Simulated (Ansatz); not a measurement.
A structure relaxed at PBE0-D4/def2-TZVP, charge 0, multiplicity 1:

```xyz
8

F    -0.5925   -2.1242    0.4867
Si   -0.4895   -0.5728    0.7992
F     0.2433   -0.4479    2.2001
Si    0.6719    0.5600   -0.8757
Br   -2.5361    0.2005    1.0412
H    -0.0696    0.3862   -2.1489
H     2.0429    0.0025   -0.9965
H     0.7296    1.9957   -0.5061
```

Q: Give its formula and SMILES.

A: BrF2H3Si2, `F[Si](F)([SiH3])Br`.

Q: Point group (tolerance 0.08 Å, 0.16 Å for H)?

A: Cs.

Q: Summarise the bond lengths by kind.

A: 2 × F–Si 1.586 Å; 1 × Si–Si 2.332 Å; 1 × Br–Si 2.201 Å; 3 × H–Si 1.484 to 1.485 Å.

All numbers were calculated with Ansatz.
